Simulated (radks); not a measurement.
Values are calculated unless marked as measured or tabulated.
Isoelectronic series with 6 electrons, each ion in its NIST ground configuration. Level of theory: scalar-relativistic Kohn-Sham, PBE, spin-polarised, spherical densities, point nucleus; open shells are filled with parallel spins first (a radial shooting solver on a logarithmic mesh with Libxc functionals). Total energies (hartree) and orbital eigenvalues (hartree) (* marks an orbital that is empty in some or all of the ions):

\begin{tabular}{lrrrrrrr}
ion & configuration & E (hartree) & 2p down* & 2p up & 2s down & 2s up & 1s down \\ \hline
C & [He] 2s2 2p2 & -37.81029 & -0.13259 & -0.22400 & -0.43666 & -0.53807 & -10.00812 \\
N+ & [He] 2s2 2p2 & -54.02007 & -0.67563 & -0.80966 & -1.10491 & -1.24310 & -14.71503 \\
O2+ & [He] 2s2 2p2 & -73.25079 & -1.48129 & -1.65684 & -2.03661 & -2.20973 & -20.44105 \\
F3+ & [He] 2s2 2p2 & -95.50023 & -2.54285 & -2.75963 & -3.22486 & -3.43210 & -27.17893 \\
Ne4+ & [He] 2s2 2p2 & -120.76963 & -3.85800 & -4.11588 & -4.66745 & -4.90835 & -34.92660 \\
Mg6+ & [He] 2s2 2p2 & -180.38062 & -7.24535 & -7.58531 & -8.31282 & -8.62035 & -53.45095 \\
Al7+ & [He] 2s2 2p2 & -214.73065 & -9.31683 & -9.69781 & -10.51543 & -10.85609 & -64.22926 \\
Si8+ & [He] 2s2 2p2 & -252.11718 & -11.64004 & -12.06204 & -12.97163 & -13.34535 & -76.02015 \\
P9+ & [He] 2s2 2p2 & -292.54606 & -14.21503 & -14.67805 & -15.68182 & -16.08857 & -88.82536 \\
S10+ & [He] 2s2 2p2 & -336.02369 & -17.04192 & -17.54598 & -18.64652 & -19.08628 & -102.6469 \\
Cl11+ & [He] 2s2 2p2 & -382.55704 & -20.12090 & -20.66602 & -21.86632 & -22.33911 & -117.4870 \\
Ar12+ & [He] 2s2 2p2 & -432.15362 & -23.45220 & -24.03838 & -25.34191 & -25.84774 & -133.3480 \\
K13+ & [He] 2s2 2p2 & -484.82144 & -27.03608 & -27.66335 & -29.07403 & -29.61293 & -150.2326 \\
Ca14+ & [He] 2s2 2p2 & -540.56909 & -30.87286 & -31.54124 & -33.06349 & -33.63550 & -168.1437 \\
Sc15+ & [He] 2s2 2p2 & -599.40567 & -34.96286 & -35.67237 & -37.31118 & -37.91634 & -187.0843 \\
Ti16+ & [He] 2s2 2p2 & -661.34083 & -39.30645 & -40.05712 & -41.81803 & -42.45640 & -207.0575 \\
V17+ & [He] 2s2 2p2 & -726.38478 & -43.90402 & -44.69588 & -46.58505 & -47.25669 & -228.0668 \\
Cr18+ & [He] 2s2 2p2 & -794.54828 & -48.75601 & -49.58908 & -51.61331 & -52.31829 & -250.1158 \\
Mn19+ & [He] 2s2 2p2 & -865.84264 & -53.86284 & -54.73716 & -56.90394 & -57.64232 & -273.2084 \\
Fe20+ & [He] 2s2 2p2 & -940.27977 & -59.22500 & -60.14061 & -62.45812 & -63.22999 & -297.3485 \\
Co21+ & [He] 2s2 2p2 & -1017.87215 & -64.84299 & -65.79991 & -68.27712 & -69.08256 & -322.5403 \\
\end{tabular}
